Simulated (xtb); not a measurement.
xtb input file for C2H8SiZn, SMILES C[CH2][Zn][SiH3], GFN2-xTB. 

```
$ xtb mol.xyz --gfn 2 --sp --chrg 0 --uhf 0 --json
$ cat mol.xyz
12

Zn     0.43663887    -0.28444207    -0.03571050
C     -0.47115330    -1.31006021    -1.60260034
C     -1.79161513    -0.55484980    -1.79251289
H     -0.69958023    -2.35435740    -1.38045209
H      0.06476223    -1.31544505    -2.55266185
H     -1.61821212     0.47830487    -2.10015026
H     -2.38083168    -0.54075113    -0.87208307
H     -2.40628590    -1.02567971    -2.56406935
Si     0.44799298     1.36501134     1.74005257
H     -0.22325988     0.91941842     2.97216611
H     -0.27942971     2.59054416     1.36773215
H      1.74838023     1.86052930     2.21077666
```

It prints:

```
[banner left out]
          |                Calculation Setup                |
           -------------------------------------------------



           -------------------------------------------------
          |                 G F N 2 - x T B                 |
           -------------------------------------------------

        Reference                      10.1021/acs.jctc.8b01176
      * Hamiltonian:
        H0-scaling (s, p, d)           1.850000    2.230000    2.230000
        zeta-weighting                 0.500000
      * Dispersion:
        s8                             2.700000
        a1                             0.520000
        a2                             5.000000
        s9                             5.000000
      * Repulsion:
        kExp                           1.500000    1.000000
        rExp                           1.000000
      * Coulomb:
        alpha                          2.000000
        third order                    shell-resolved
        anisotropic                    true
        a3                             3.000000
        a5                             4.000000
        cn-shift                       1.200000
        cn-exp                         4.000000
        max-rad                        5.000000


          ...................................................
          :                      SETUP                      :
          :.................................................:
          :  # basis functions                  30          :
          :  # atomic orbitals                  29          :
          :  # shells                           17          :
          :  # electrons                        22          :
          :  max. iterations                   250          :
          :  Hamiltonian                  GFN2-xTB          :
          :  restarted?                      false          :
          :  GBSA solvation                  false          :
          :  PC potential                    false          :
          :  electronic temp.          300.0000000     K    :
          :  accuracy                    1.0000000          :
          :  -> integral cutoff          0.2500000E+02      :
          :  -> integral neglect         0.1000000E-07      :
          :  -> SCF convergence          0.1000000E-05 Eh   :
          :  -> wf. convergence          0.1000000E-03 e    :
          :  Broyden damping             0.4000000          :
          :  net charge                          0          :
          :  unpaired electrons                  0          :
          ...................................................

 iter      E             dE          RMSdq      gap      omega  full diag
   1    -10.5807949 -0.105808E+02  0.959E+00    3.45       0.0  T
   2    -10.6602578 -0.794629E-01  0.362E+00    3.78       1.0  T
   3    -10.6657369 -0.547918E-02  0.360E+00    3.25       1.0  T
   4    -10.7113284 -0.455915E-01  0.105E+00    3.49       1.0  T
   5    -10.7138616 -0.253319E-02  0.288E-01    3.53       1.0  T
   6    -10.7144319 -0.570284E-03  0.107E-01    3.58       1.0  T
   7    -10.7144715 -0.396379E-04  0.484E-02    3.57       1.0  T
   8    -10.7144731 -0.153230E-05  0.149E-02    3.57       1.9  T
   9    -10.7144738 -0.714546E-06  0.536E-03    3.57       5.4  T
  10    -10.7144740 -0.189108E-06  0.200E-03    3.57      14.4  T
  11    -10.7144740  0.888488E-09  0.112E-03    3.57      25.8  T
  12    -10.7144740 -0.933321E-08  0.169E-04    3.57     170.4  T
  13    -10.7144740 -0.128670E-09  0.701E-05    3.57     411.9  T

   *** convergence criteria satisfied after 13 iterations ***

         #    Occupation            Energy/Eh            Energy/eV
      -------------------------------------------------------------
         1        2.0000           -0.6918858             -18.8272
       ...           ...                  ...                  ...
         5        2.0000           -0.4800558             -13.0630
         6        2.0000           -0.4428557             -12.0507
         7        2.0000           -0.4260103             -11.5923
         8        2.0000           -0.4212710             -11.4634
         9        2.0000           -0.4182521             -11.3812
        10        2.0000           -0.4177976             -11.3689
        11        2.0000           -0.3301805              -8.9847 (HOMO)
        12                         -0.1989490              -5.4137 (LUMO)
        13                         -0.1860942              -5.0639
        14                         -0.1833830              -4.9901
        15                         -0.1014033              -2.7593
        16                         -0.0958455              -2.6081
       ...                                ...                  ...
        29                          1.0633039              28.9340
      -------------------------------------------------------------
                  HL-Gap            0.1312315 Eh            3.5710 eV
             Fermi-level           -0.2645647 Eh           -7.1992 eV

 SCC (total)                   0 d,  0 h,  0 min,  0.004 sec
 SCC setup                      ...        0 min,  0.000 sec (  1.394%)
 Dispersion                     ...        0 min,  0.000 sec (  0.723%)
 classical contributions        ...        0 min,  0.000 sec (  0.582%)
 integral evaluation            ...        0 min,  0.001 sec ( 12.035%)
 iterations                     ...        0 min,  0.002 sec ( 56.820%)
 molecular gradient             ...        0 min,  0.001 sec ( 27.068%)
 printout                       ...        0 min,  0.000 sec (  1.247%)

         :::::::::::::::::::::::::::::::::::::::::::::::::::::
         ::                     SUMMARY                     ::
         :::::::::::::::::::::::::::::::::::::::::::::::::::::
         :: total energy             -10.588259432962 Eh    ::
         :: gradient norm              0.000448779961 Eh/a0 ::
         :: HOMO-LUMO gap              3.570990097999 eV    ::
         ::.................................................::
         :: SCC energy               -10.714464871864 Eh    ::
         :: -> isotropic ES            0.033719850100 Eh    ::
         :: -> anisotropic ES          0.005628258423 Eh    ::
         :: -> anisotropic XC          0.007819867576 Eh    ::
         :: -> dispersion             -0.006126515898 Eh    ::
         :: repulsion energy           0.126205438901 Eh    ::
         :: add. restraining           0.000000000000 Eh    ::
         :: total charge              -0.000000000000 e     ::
         :::::::::::::::::::::::::::::::::::::::::::::::::::::

           -------------------------------------------------
          |                Property Printout                |
           -------------------------------------------------

    * Orbital Energies and Occupations

         #    Occupation            Energy/Eh            Energy/eV
      -------------------------------------------------------------
         1        2.0000           -0.6918858             -18.8272
         2        2.0000           -0.5911099             -16.0849
         3        2.0000           -0.5431067             -14.7787
         4        2.0000           -0.4843817             -13.1807
         5        2.0000           -0.4800558             -13.0630
         6        2.0000           -0.4428557             -12.0507
         7        2.0000           -0.4260103             -11.5923
         8        2.0000           -0.4212710             -11.4634
         9        2.0000           -0.4182521             -11.3812
        10        2.0000           -0.4177976             -11.3689
        11        2.0000           -0.3301805              -8.9847 (HOMO)
        12                         -0.1989490              -5.4137 (LUMO)
        13                         -0.1860942              -5.0639
        14                         -0.1833830              -4.9901
        15                         -0.1014033              -2.7593
        16                         -0.0958455              -2.6081
        17                         -0.0744072              -2.0247
        18                         -0.0492472              -1.3401
        19                          0.0373369               1.0160
        20                          0.1461274               3.9763
        21                          0.1787774               4.8648
        22                          0.1847457               5.0272
       ...                                ...                  ...
        29                          1.0633039              28.9340
      -------------------------------------------------------------
                  HL-Gap            0.1312315 Eh            3.5710 eV
             Fermi-level           -0.2645647 Eh           -7.1992 eV

     #   Z          covCN         q      C6AA      α(0)
     1  30 Zn       1.733     0.182   123.147    21.677
     2   6 C        3.631    -0.177    24.426     7.115
     3   6 C        3.784    -0.086    22.155     6.705
     4   1 H        0.924     0.016     2.789     2.611
     5   1 H        0.924     0.017     2.777     2.606
     6   1 H        0.924     0.019     2.750     2.593
     7   1 H        0.924     0.018     2.765     2.600
     8   1 H        0.924     0.027     2.630     2.536
     9  14 Si       3.636     0.341   101.665    19.340
    10   1 H        0.916    -0.119     6.281     3.920
    11   1 H        0.916    -0.118     6.247     3.909
    12   1 H        0.917    -0.120     6.325     3.934

 Mol. C6AA /au·bohr⁶  :       2141.127970
 Mol. C8AA /au·bohr⁸  :      82869.946254
 Mol. α(0) /au        :         79.546389


Wiberg/Mayer (AO) data.
largest (>0.10) Wiberg bond orders for each atom

 ---------------------------------------------------------------------------
     #   Z sym  total        # sym  WBO       # sym  WBO       # sym  WBO
 ---------------------------------------------------------------------------
     1  30 Zn   1.623 --     9 Si   0.691     2 C    0.682
     2   6 C    3.918 --     3 C    1.013     5 H    0.970     4 H    0.967
                             1 Zn   0.682     9 Si   0.261
     3   6 C    3.996 --     2 C    1.013     8 H    0.978     6 H    0.978
                             7 H    0.975
     4   1 H    1.000 --     2 C    0.967
     5   1 H    1.000 --     2 C    0.970
     6   1 H    1.000 --     3 C    0.978
     7   1 H    1.000 --     3 C    0.975
     8   1 H    0.994 --     3 C    0.978
     9  14 Si   3.612 --    12 H    0.891    10 H    0.882    11 H    0.878
                             1 Zn   0.691     2 C    0.261
    10   1 H    0.986 --     9 Si   0.882
    11   1 H    0.986 --     9 Si   0.878
    12   1 H    0.973 --     9 Si   0.891
 ---------------------------------------------------------------------------

Topologies differ in total number of bonds
Writing topology from bond orders to xtbtopo.mol

molecular dipole:
                 x           y           z       tot (Debye)
 q only:        0.322      -0.065       0.101
   full:        0.197      -0.200      -0.121       0.777
molecular quadrupole (traceless):
                xx          xy          yy          xz          yz          zz
 q only:        2.522      -1.011      -0.435      -1.099      -3.810      -2.087
  q+dip:        2.543      -0.376      -0.699      -0.723      -4.021      -1.843
   full:        3.740      -0.850      -0.933      -1.201      -5.900      -2.808


           -------------------------------------------------
          | TOTAL ENERGY              -10.588259432962 Eh   |
          | GRADIENT NORM               0.000448779961 Eh/α |
          | HOMO-LUMO GAP               3.570990097999 eV   |
           -------------------------------------------------

------------------------------------------------------------------------
Note: The following floating-point exceptions are signalling: IEEE_UNDERFLOW_FLAG IEEE_DENORMAL
normal termination of xtb
------------------------------------------------------------------------
 total:
 SCF:
```

The calculation finished and met its thresholds.

Cost: very roughly 0.020 core-seconds.
